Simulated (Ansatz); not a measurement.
Species: CH2BO (charge 0, doublet). It need not be the lowest isomer of its formula. 
Structure (B3LYP-D3(BJ)/def2-TZVP (Ansatz, a first-principles code) minimum search):
```xyz
5

B     -0.2250    -0.0101    -1.3469
H     -0.3344     1.0404    -1.8868
H     -0.2945    -1.0685    -1.8777
C      0.0170     0.0008     0.1019
O      0.2065     0.0092     1.2360
```
Charge 0, spin multiplicity 2.

Basis-set convergence of Hartree-Fock and CCSD(T) correlation energies (hartree) with Ansatz. Valence correlation only, unless marked. UHF or UKS for open shells. No spin-orbit coupling. Non-relativistic.

```csv
basis,functions,E(HF),"E(corr, CCSD(T))"
cc-pVDZ,-,-138.55639,-0.41293
cc-pVTZ,118,[?],[?]
```

Fill in the missing entries.


- cc-pVTZ, E(HF): -138.59626
- cc-pVTZ, E(corr, CCSD(T)): -0.50414
